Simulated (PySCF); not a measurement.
Several compounds and their computed core spectra got separated.

Theory: PySCF, delta-SCF UKS SCAN, pcX-2 on the ionised atom, pcseg-1 elsewhere, spin-free X2C. Geometries: PBE0-D3(BJ)/def2-SVP; isolated species, one conformer each.

Line lists (1s up to Mg, 2p3/2 beyond, nothing for Br or Ge; areas count atoms within a level, one atom standing for each set equivalent by bonding):
1. B 1s: 194.16 eV; C 1s: 288.89 (area 1), 289.56 (area 2), 289.68 (area 1), 292.99 (area 2) eV; O 1s: 540.35 eV
2. B 1s: 188.02 eV; C 1s: 284.79 (area 1), 286.18 (area 1) eV; Cl 2p3/2: 200.59 eV
3. C 1s: 291.78 eV; N 1s: 405.18 eV; Si 2p3/2: 108.18 eV
4. C 1s: 289.43 (area 1), 290.41 (area 1), 290.46 (area 1), 290.54 (area 1), 291.44 (area 1), 292.34 (area 1) eV; O 1s: 538.87 eV

Structures:
A. `COC1=CCCC1`
B. `C[O+](C)[BH2-]C1CCC1`
C. `[BH2-](CCl)C`
D. `N#C[Si@H](Br)[GeH2][GeH3]`

Question: Which list belongs to which compound?

Answer: 
- 1 = B: no other candidate has this set of levels. B 1s: 194.16 four-coordinate boron; C 1s: 288.89 sp3 carbon bound to boron, 289.56 four-membered-ring carbon (×2), 289.68 four-membered-ring carbon, 292.99 O-methyl carbon (×2); O 1s: 540.35 oxygen bonded to B and 2 C.
- 2 = C: no other candidate has this set of levels. B 1s: 188.02 four-coordinate boron; C 1s: 284.79 sp3 carbon bound to boron, 286.18 sp3 C–Cl carbon; Cl 2p3/2: 200.59 alkyl chlorine.
- 3 = D: no other candidate has this set of levels. C 1s: 291.78 cyano carbon; N 1s: 405.18 cyano nitrogen; Si 2p3/2: 108.18 SiH silicon.
- 4 = A: no other candidate has this set of levels. C 1s: 289.43 alkene CH carbon, 290.41 allylic carbon, 290.46 ring CH2 carbon, 290.54 allylic carbon, 291.44 vinylic carbon bearing oxygen, 292.34 methoxy carbon; O 1s: 538.87 ether oxygen.

For 2p shells one spin-free hole was relaxed; a mean-field spin–orbit operator and the ground-state splitting of the three 2p orbitals were then diagonalised within the shell. The shell's mean is (2 × 2p3/2 + 2p1/2)/3, and the degeneracies 2j + 1 give areas of 2:1.
